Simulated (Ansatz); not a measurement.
CH₇GaGeO, SMILES `[CH3][Ga]([OH])[GeH3]`, relaxed with RKS PBE0-D4/def2-TZVP in Ansatz 0.2.0 from a PBE-D4/def2-SVP geometry. The force threshold is 0.005 eV/Å; the program also tests the step.

Charge 0, multiplicity 1.

Start:

```xyz
11

C     0.638    0.619   -1.777
Ga   -0.169    0.393    0.022
O    -1.012    1.819    0.766
Ge   -0.218   -1.528    1.528
H     0.878   -0.358   -2.239
H    -0.047    1.176   -2.448
H     1.578    1.202   -1.688
H    -1.009    2.611    0.197
H    -0.308   -2.870    0.746
H     1.083   -1.597    2.379
H    -1.415   -1.467    2.514
```

```json
{"step": "1", "energy (eV)": "-112079.4295", "largest force (eV/Å)": "0.697", "largest move (Å)": "0.000"}
{"step": "2", "energy (eV)": "-112079.4577", "largest force (eV/Å)": "0.214", "largest move (Å)": "0.027"}
{"step": "3", "energy (eV)": "-112079.4598", "largest force (eV/Å)": "0.043", "largest move (Å)": "0.021"}
{"step": "4", "energy (eV)": "-112079.4604", "largest force (eV/Å)": "0.024", "largest move (Å)": "0.019"}
{"step": "5", "energy (eV)": "-112079.4604", "largest force (eV/Å)": "0.022", "largest move (Å)": "0.005"}
{"step": "6", "energy (eV)": "-112079.4605", "largest force (eV/Å)": "0.004", "largest move (Å)": "0.011"}
```

End:

```xyz
11

C     0.633    0.613   -1.756
Ga   -0.176    0.397    0.026
O    -1.008    1.822    0.739
Ge   -0.217   -1.525    1.521
H     0.871   -0.349   -2.212
H    -0.040    1.161   -2.420
H     1.559    1.188   -1.670
H    -0.997    2.604    0.183
H    -0.309   -2.848    0.736
H     1.082   -1.589    2.348
H    -1.397   -1.473    2.505
```

Hardware: 4 threads of an Arm Neoverse V1 on a shared host. Wall time 28 s, peak host memory 0.65 GiB.
